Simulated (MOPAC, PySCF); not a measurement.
Breaking a bond: CF, doublet.

Computed with: PM3, unrestricted, heats of formation (MOPAC); AM1, unrestricted, heats of formation (MOPAC); UMP2/6-31G* = unrestricted MP2 (frozen core)/6-31G*, spherical d run with PySCF 2.14.0; UKS-B3LYP/6-31G* = unrestricted B3LYP/6-31G*, spherical d in PySCF; CASSCF(11,8)/cc-pVTZ (PySCF).

Energies are in kcal/mol, each relative to the lowest point of its own curve near equilibrium.

| R / Å | PM3 | AM1 | UMP2/6-31G* | UKS-B3LYP/6-31G* | CASSCF(11,8) |
|---|---|---|---|---|---|
| 1.02 | 69.9 | 57.3 | 80.6 | 76.0 | 68.8 |
| 1.09 | 31.1 | ? | 36.6 | 33.9 | 29.7 |
| 1.15 | 11.7 | ? | 15.3 | 13.9 | 11.4 |
| 1.19 | 4.3 | 3.7 | 7.0 | ? | 4.7 |
| 1.22 | 1.2 | 1.1 | 3.1 | 2.6 | ? |
| 1.27 | 0.0 | 0.0 | 0.1 | 0.0 | 0.0 |
| 1.31 | 1.9 | 1.7 | 0.0 | 0.1 | 0.7 |
| 1.34 | 4.7 | 4.3 | 1.0 | 1.2 | ? |
| 1.38 | 9.8 | 9.3 | 3.4 | 3.7 | ? |
| 1.45 | 21.5 | 21.3 | 9.8 | 10.1 | 12.1 |
| 1.59 | 49.3 | 52.8 | 27.2 | 26.9 | 29.8 |
| 1.71 | 72.1 | 81.5 | 44.3 | 42.9 | 45.9 |

Problem. What belongs in the gaps?

Solution. 
- 1.09, AM1: 25.9
- 1.15, AM1: 9.9
- 1.19, UKS-B3LYP/6-31G*: 6.2
- 1.22, CASSCF(11,8): 1.8
- 1.34, CASSCF(11,8): 2.2
- 1.38, CASSCF(11,8): 5.2

The scan ran from 1.02 to 5.09 Å; beyond the distances shown one of the unrestricted levels run for this scan, shown here or not, changes its spin distribution in one step.
